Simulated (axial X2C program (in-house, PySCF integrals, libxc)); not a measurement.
## Low determinants of SnTe⁺ at the PBE0 level, without spin–orbit coupling

All values were computed with an in-house all-electron X2C program for linear molecules (integrals from PySCF). Spin-free means the one-electron spin-free X2C Hamiltonian. Basis: Te dyall-cv3z [11s12p8d4f1g], Sn dyall-cv3z [11s12p9d4f1g] (cores contracted in-house); Gaussian nuclei, density fitting, unrestricted open shells. Masses: Te 129.906 u, Sn 119.902 u.

Search at 2.690 Å (vertical energies from the lowest determinant):

```json
{"ΔE (eV)": "0.00", "state": "M_S = 1/2, Λ = 1", "electrons beyond evenly filled partner blocks": "π+α, π+β, π-α", "electrons in σ, π, δ, φ": "42 43 16 0"}
{"ΔE (eV)": "0.67", "state": "M_S = 1/2, Λ = 0", "electrons beyond evenly filled partner blocks": "σα", "electrons in σ, π, δ, φ": "41 44 16 0"}
{"ΔE (eV)": "1.94", "state": "M_S = 3/2, Λ = 1", "electrons beyond evenly filled partner blocks": "2 × π+α, π-α", "electrons in σ, π, δ, φ": "42 43 16 0"}
{"ΔE (eV)": "2.31", "state": "M_S = 3/2, Λ = 0", "electrons beyond evenly filled partner blocks": "σα, π+α, π+β, 2 × π-α", "electrons in σ, π, δ, φ": "41 44 16 0"}
{"ΔE (eV)": "2.31", "state": "M_S = 3/2, Λ = 2", "electrons beyond evenly filled partner blocks": "σα, 2 × π+α, π+β, π-α", "electrons in σ, π, δ, φ": "41 44 16 0"}
{"ΔE (eV)": "2.67", "state": "M_S = 1/2, Λ = 2", "electrons beyond evenly filled partner blocks": "σα, π+α, 2 × π+β, π-α", "electrons in σ, π, δ, φ": "41 44 16 0"}
{"ΔE (eV)": "2.76", "state": "M_S = 1/2, Λ = 2", "electrons beyond evenly filled partner blocks": "σβ, 2 × π+α, π+β, π-α", "electrons in σ, π, δ, φ": "41 44 16 0"}
```

Lowest determinant, M_S = 1/2, Λ = 1 (beyond evenly filled blocks: π+α, π+β, π-α): Re = 2.681 Å, ωe = 215.0 cm⁻¹.

The determinant in row 2 of the search, M_S = 1/2, Λ = 0 (beyond evenly filled blocks: σα), was followed along the bond at PBE0; measured from the minimum of the lowest determinant it gives:

Te = 0.524 eV (4230 cm⁻¹), Re = 2.523 Å, ωe = 240.2 cm⁻¹.

Problem. Compare the bond of the determinant in row 2 with that of the lowest one.

Solution. At PBE0 its Re is 0.158 Å shorter and its force constant, which goes as ωe², is 1.25 times that of the lowest determinant. This determinant mixes spin states, so it has no term energy of its own.

The search compares states at one distance, so a state with another bond length can lie lower; it is not exhaustive and yields mostly the lowest determinant of each block pattern, so other components and higher states of one pattern are missing. These are energies of single determinants, not of spin-adapted states; PBE0 term energies can be off by some tenths of an eV, and the functional has no current term. Row 1 is spin-contaminated (⟨S²⟩ = 0.77 against 0.75), so its values are not those of a pure state. Row 2 is spin-contaminated (⟨S²⟩ = 0.76 against 0.75), so its values are not those of a pure state.
